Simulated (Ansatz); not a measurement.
Si16BH24, a doped nanocrystal cut from the lattice of silicon (B on an inner site), relaxed as a doublet with UKS PBE-D4/def2-SVP in Ansatz, starting from the GFN2-xTB geometry. Force threshold 0.03 eV/Å.

Single mean-field runs in def2-SVP are fitted with def2-universal-jkfit.

Start:

```xyz
41

Si    3.206    2.078   -1.918
Si    1.186   -1.692   -2.289
Si   -0.614   -0.496    3.800
Si   -0.645   -2.661    0.788
B     1.139    0.520    0.730
Si   -0.512    1.714   -2.314
Si   -2.529    0.571    0.796
Si   -2.569   -1.576   -2.458
Si    2.829    1.541    0.330
Si    1.220    0.569    2.742
Si    1.228   -1.365    0.040
Si    1.346    2.944   -2.999
Si   -0.618   -0.483   -3.151
Si   -0.667   -2.729    3.120
Si   -2.587    0.562    3.131
Si   -2.554   -1.602   -0.119
Si   -0.477    1.519    0.057
H     4.395    2.926   -2.084
H     3.600    0.849   -2.627
H     1.021   -3.120   -2.610
H     2.448   -1.360   -2.964
H    -0.436   -0.400    5.262
H    -0.561   -4.024    0.224
H    -1.766    2.390   -2.713
H    -3.664    1.332    0.238
H    -2.662   -2.938   -3.009
H    -3.778   -0.926   -2.986
H     4.077    0.904    0.819
H     2.922    2.862    1.007
H     2.417   -0.040    3.371
H     1.259    1.919    3.350
H     2.413   -2.119    0.551
H     1.506    2.965   -4.462
H     1.182    4.368   -2.661
H    -0.556   -0.441   -4.625
H     0.430   -3.533    3.678
H    -1.870   -3.397    3.643
H    -3.757   -0.158    3.658
H    -2.740    1.908    3.702
H    -3.746   -2.309    0.394
H    -0.516    2.928    0.556
```

```json
{"step": "1", "energy (eV)": "-127007.5279", "largest force component (eV/Å)": "1.215", "SCF passes": "22"}
{"step": "2", "energy (eV)": "-127008.0961", "largest force component (eV/Å)": "0.380", "SCF passes": "27"}
{"step": "3", "energy (eV)": "-127008.1955", "largest force component (eV/Å)": "0.192", "SCF passes": "21"}
{"step": "4", "energy (eV)": "-127008.2016", "largest force component (eV/Å)": "0.070", "SCF passes": "22"}
{"step": "5", "energy (eV)": "-127008.2058", "largest force component (eV/Å)": "0.022", "SCF passes": "21"}
```

Force components are those of the run's own axes.

End:

Cartesian coordinates in Å:
```
Si 3.174 1.951 -1.862
Si 1.201 -1.715 -2.306
Si -0.572 -0.474 3.717
Si -0.618 -2.688 0.691
B 1.064 0.495 0.675
Si -0.626 1.697 -2.284
Si -2.558 0.595 0.713
Si -2.582 -1.572 -2.433
Si 2.817 1.553 0.459
Si 1.289 0.638 2.716
Si 1.253 -1.390 0.035
Si 1.298 2.889 -2.923
Si -0.619 -0.487 -3.154
Si -0.634 -2.723 3.041
Si -2.564 0.588 3.065
Si -2.570 -1.620 -0.078
Si -0.504 1.573 0.073
H 4.349 2.901 -1.916
H 3.579 0.661 -2.524
H 0.963 -3.179 -2.590
H 2.488 -1.319 -2.983
H -0.332 -0.338 5.206
H -0.537 -4.084 0.118
H -1.877 2.422 -2.721
H -3.724 1.367 0.142
H -2.622 -2.977 -2.982
H -3.804 -0.834 -2.923
H 4.033 0.823 0.978
H 2.795 2.910 1.121
H 2.547 -0.013 3.242
H 1.269 2.055 3.237
H 2.482 -2.084 0.583
H 1.511 2.869 -4.418
H 1.173 4.323 -2.476
H -0.575 -0.434 -4.664
H 0.562 -3.465 3.582
H -1.889 -3.365 3.580
H -3.739 -0.190 3.608
H -2.616 1.991 3.613
H -3.791 -2.343 0.442
H -0.493 2.992 0.601
```

By distances, no bond broke or formed. The bond that changes most is B5–Si10, from 2.01 to 2.06 Å (atoms count from 1).

No frequencies were taken in this run, so the end may be a saddle point.

Hardware: 2 threads of AMD EPYC 7R13 on a shared host and a share (18 GiB) of an NVIDIA H100 80GB HBM3. Wall time 36 s.
